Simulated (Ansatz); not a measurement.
Reaction (ligand exchange at the Si–Br bond): `[SiH3]Br` + `S[CH2][GeH3]` → `[SiH3]S[CH2][GeH3]` + HBr

Calculated with Ansatz (gas phase, PBE0-D4/def2-TZVP geometries, no zero-point term in ΔE). CCSD(T)/CBS adds triple-zeta CCSD(T) − MP2 to the extrapolated MP2 energy (def2 sets, frozen cores). Functionals use def2-TZVPP. HSE06 is defined as in plane-wave codes. For Br, Ge outer-core shells are correlated without core-valence functions, which leaves a few kJ/mol of doubt a bond. Scalar relativity is left out up to krypton. One conformer a species, not always the lowest.

```csv
level,ΔE (kJ/mol),difference from CCSD(T)/CBS
r2SCAN-D4,33.9,-1.6
PBE0-D4,32.8,-2.7
HSE06-D4,33.0,-2.5
ωB97X-V,36.3,0.8
ωB97M-V,36.5,1.0
PBE,33.9,-1.6
PBE0,36.6,1.1
r2SCAN0,37.5,2.0
CAM-B3LYP,39.2,3.7
CCSD/def2-TZVPP,36.0,0.5
CCSD(T)/CBS,35.5,0
```

Largest T1 diagnostic among the species: 0.011.

Leaving LDA and LC-ωPBE aside and taking each functional with its dispersion term where it has one, the values, not all of them listed here, spread over 11.1 kJ/mol, from revPBE-D4 to BHLYP-D4. LDA lies −4.6 kJ/mol from PBE without D4. From BLYP to BHLYP (50 % exact exchange), in def2-TZVPP and without D4, ΔE moves by +4.5 kJ/mol. The D4 term adds −6.4 kJ/mol with B3LYP and −3.7 kJ/mol with PBE0; it sums over pairs of atoms, weighted by their polarisabilities, and B3LYP, whose exchange is more repulsive, gets the larger term.

B3LYP here is the variant with VWN-RPA as its local correlation; programs differ in this.
